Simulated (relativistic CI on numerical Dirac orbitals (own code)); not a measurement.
# What each ingredient does to the levels of Ru⁴³⁺

Base calculation: Dirac-Coulomb-Breit CI, KLI orbitals optimised for each configuration, model QED.

Configurations in the expansion: 1s, 2s, 2p, 3s, 3p, 3d, 4s, 4p, 4d, 4f, 5s, 5p, 5d, 5f, 5g, 6s, 6p, 6d. Levels of other configurations are missing.

The lowest level and the first level of each name with at least 55 % of one term (blank where a level has no safe partner in the second run):

```
    Level  Base (eV)  Shift (eV)
 1s ²S1/2        0.0         0.0
2p ²P°1/2    20224.0      -469.2
 2s ²S1/2    20227.5      -472.6
2p ²P°3/2    20405.8      -650.9
3p ²P°1/2    24027.5      -614.2
 3s ²S1/2    24028.5      -615.2
 3d ²D3/2    24081.3      -668.0
3p ²P°3/2    24081.4      -668.2
 3d ²D5/2    24098.4      -685.1
4p ²P°1/2    25351.2      -657.4
 4s ²S1/2    25351.6      -657.9
 4d ²D3/2    25373.8      -680.1
4p ²P°3/2    25373.9      -680.2
4f ²F°5/2    25381.0      -687.3
```

One thing was changed in a second run, which moved the levels as shown. Which?
A. Breit term removed
B. QED terms removed
C. configuration mixing switched off
D. non-relativistic limit

D. Non-relativistic limit. Without relativity the fine structure collapses and s electrons lose their extra binding.
